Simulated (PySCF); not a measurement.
## [Fe(H2O)5]2+: what the settings change

The complex [Fe(H2O)5]2+ (charge +2) contains Fe(II), shell d6. The structure is a PBE0-D3(BJ)/def2-SVP, IEF-PCM water geometry optimised for multiplicity 5; coordination trigonal bipyramidal, point group Cs, metal–donor distances 2.04–2.08 Å.

```
16

Fe    0.000    0.000    0.000
O    -0.969   -1.806    0.000
H    -0.980   -2.383    0.778
H    -0.980   -2.383   -0.778
O    -0.995    1.795    0.000
H    -0.997    2.372    0.778
H    -0.997    2.372   -0.778
O    -0.057    0.012    2.077
H    -0.857    0.011    2.620
H     0.691    0.053    2.687
O    -0.057    0.012   -2.077
H     0.691    0.053   -2.687
H    -0.857    0.011   -2.620
O     2.044   -0.028    0.000
H     2.620   -0.060    0.776
H     2.620   -0.060   -0.776
```

Method (PySCF 2.14, density fitting): CASSCF(6,5) with orbitals averaged over all microstates of the shell, strongly contracted NEVPT2 on the averaged canonical orbitals; basis x2c-TZVPall on the metal, x2c-SVPall elsewhere; spin-free X2C; IEF-PCM water; spin-orbit coupling by state interaction with the mean-field operator over all roots.

Base run: NEVPT2 ground state 5A'', next 5A'' at 1821, then 5A' at 4736 cm⁻¹, B(CASSCF) 1138, ζ 404 cm⁻¹, D 4.51 cm⁻¹, g 2.039 2.089 2.106, μeff(300 K) 5.14 μB.

Question: What happens with the basis x2c-TZVPall on all atoms?

Answer: NEVPT2 ground state 5A'', next 5A'' at 1752, then 5A' at 4614 cm⁻¹, B(CASSCF) 1138, ζ 404 cm⁻¹, D 4.58 cm⁻¹, g 2.040 2.091 2.110, μeff(300 K) 5.15 μB. It took 33 s against 17 s on a shared host of the same kind.

Question: What happens with orbitals averaged over the highest spin alone?

Answer: NEVPT2 ground state 5A'', next 5A'' at 1741, then 5A' at 4571 cm⁻¹, B(CASSCF) 1158, ζ 410 cm⁻¹, D 4.67 cm⁻¹, g 2.041 2.094 2.112, μeff(300 K) 5.15 μB.

NEVPT2 lifts 5A' from 4308 to 5302 cm⁻¹; on the d shell alone such lifts tend to overshoot.
